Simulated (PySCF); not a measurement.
Isomers of C6H18BN, one conformer each; single-point electronic energies without zero-point terms and without any empirical dispersion term.

Level: PBE0/pcSseg-1 in PySCF, non-relativistic, each on one gas-phase PBE0-D3(BJ)/def2-SVP geometry that isn't relaxed in the solvent. The solvent is an IEF-PCM continuum (Bondi radii, 1.10 Å for H, scaled by 1.2). Specific hydrogen bonds and non-electrostatic terms are outside this model.

```json
{"isomer": "`CCC[B@H-]([NH3+])C(C)C`", "relative energy, gas (kJ/mol)": "0.0", "dipole (D)": "4.28"}
{"isomer": "`[BH3-][N@H+](C)C(CC)CC`", "relative energy, gas (kJ/mol)": "75.7", "dipole (D)": "5.56"}
{"isomer": "`CCC[BH2-][N+](C)(C)C`", "relative energy, gas (kJ/mol)": "78.6", "dipole (D)": "5.19"}
{"isomer": "`CC(C)[BH2-][N+](C)(C)C`", "relative energy, gas (kJ/mol)": "90.0", "dipole (D)": "5.20"}
{"isomer": "`[BH3-][N+](C)(C)CC(C)C`", "relative energy, gas (kJ/mol)": "104.1", "dipole (D)": "4.85"}
```

Task: How do the relative energies look in cyclohexane (ε = 2.017)?

Result: 
```tsv
isomer	relative energy, solvent (kJ/mol)	E(solvent) − E(gas) (kJ/mol)	dipole in solvent (D)
`CCC[B@H-]([NH3+])C(C)C`	0.0	-15.3	4.85
`[BH3-][N@H+](C)C(CC)CC`	75.5	-15.5	6.11
`CCC[BH2-][N+](C)(C)C`	82.5	-11.4	5.69
`CC(C)[BH2-][N+](C)(C)C`	94.0	-11.3	5.75
`[BH3-][N+](C)(C)CC(C)C`	106.3	-13.1	5.40
```

The order is unchanged. Conformers: `[CH3:1][CH2:2][CH2:3][B@H-:4]([NH3+:5])[CH:6]([CH3:7])[CH3:8]` with C1–C2–C3–B4 -178°, C2–C3–B4–N5 -65°, C3–B4–C6–C7 54°; `[BH3-:1][N@H+:2]([CH3:3])[CH:4]([CH2:5][CH3:6])[CH2:7][CH3:8]` with B1–N2–C4–C5 -162°, N2–C4–C5–C6 55°, N2–C4–C7–C8 -159°; `[CH3:1][CH2:2][CH2:3][BH2-:4][N+:5]([CH3:6])([CH3:7])[CH3:8]` with C1–C2–C3–B4 180°, C2–C3–B4–N5 -178°; `[CH3:1][CH:2]([CH3:3])[BH2-:4][N+:5]([CH3:6])([CH3:7])[CH3:8]` with C1–C2–B4–N5 95°; `[BH3-:1][N+:2]([CH3:3])([CH3:4])[CH2:5][CH:6]([CH3:7])[CH3:8]` with B1–N2–C5–C6 -65°, N2–C5–C6–C7 136°. `[BH3-][N@H+](C)C(CC)CC` gains most from the continuum, and it has the largest gas-phase dipole. The gains span 4.2 kJ/mol, the gas-phase energies 104.1 kJ/mol.
